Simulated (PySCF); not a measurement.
**SeO₃: adding exact exchange**

Base calculation in PySCF with density fitting and no spin–orbit coupling, PBE/def2-TZVP (no relativity): singlet, D3h, Se–O 1.619 Å (×3); wavenumbers 251, 332 (×2), 874, 986 (×2) cm⁻¹; gap between the highest occupied and lowest empty levels 3.47 eV, polar-tensor charge of Se 1.41 e, atomisation energy (no zero-point energy) 1248 kJ/mol.

Problem. What changes on going to PBE0/def2-TZVP (no relativity)?

Solution. The point group stays the same. Changes: mean bond to Se -0.031 Å, highest wavenumber +85 cm⁻¹, lowest wavenumber +27 cm⁻¹, gap between the highest occupied and lowest empty levels +3.05 eV, polar-tensor charge of Se +0.16 e, atomisation energy (no zero-point energy) -189 kJ/mol. The new structure has Se–O 1.588 Å (×3), with wavenumbers 278, 360 (×2), 954, 1071 (×2) cm⁻¹. Exact exchange shortens and stiffens the bonds and opens the gap, the usual pattern.

Each species is the lowest minimum found with this bonding; other isomers or fragments can lie lower.
